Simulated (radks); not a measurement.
Initial-state core-level shifts of neutral promethium when its valence configuration changes from [Xe] 4f5 6s2. Calculated with a radial shooting solver on a logarithmic mesh with Libxc functionals: scalar-relativistic Kohn-Sham, r2SCAN, spin-polarised, spherical densities, finite nucleus; open shells are filled with parallel spins first (spin-orbit coupling, left out, can overturn this in heavy ions); meta-GGA in the generalised Kohn-Sham scheme; Fermi nuclear charge, rms radius 4.962 fm. Shifts are changes of the shell-averaged eigenvalues in eV (positive: less bound); the change of the density at the nucleus, which sets a Mossbauer isomer shift, is in e/bohr^3, on a base of 5.136e+05.

valence               3s       3d       4s       4p  density at nucleus
4f5 5d2           +1.991   +2.007   +2.064   +2.089              -35.78
4f4 5d1 6s2       -8.073   -7.982   -7.563   -7.371              +30.23
4f3 5d2 6s2      -17.341  -17.138  -15.992  -15.544              +64.47
4f4.5 6s2 6p0.5   -5.352   -5.315   -5.150   -5.069              +19.15
4f3 5d2.5 6s1.5  -16.160  -15.953  -14.812  -14.362              +50.79
4f3 5d1 6s2 6p1  -20.904  -20.712  -19.537  -19.091              +76.63
4f5 6p2           -2.056   -2.059   -2.062   -2.065              -34.15
4f5 5d1 6s1       +1.358   +1.368   +1.403   +1.418              -17.70
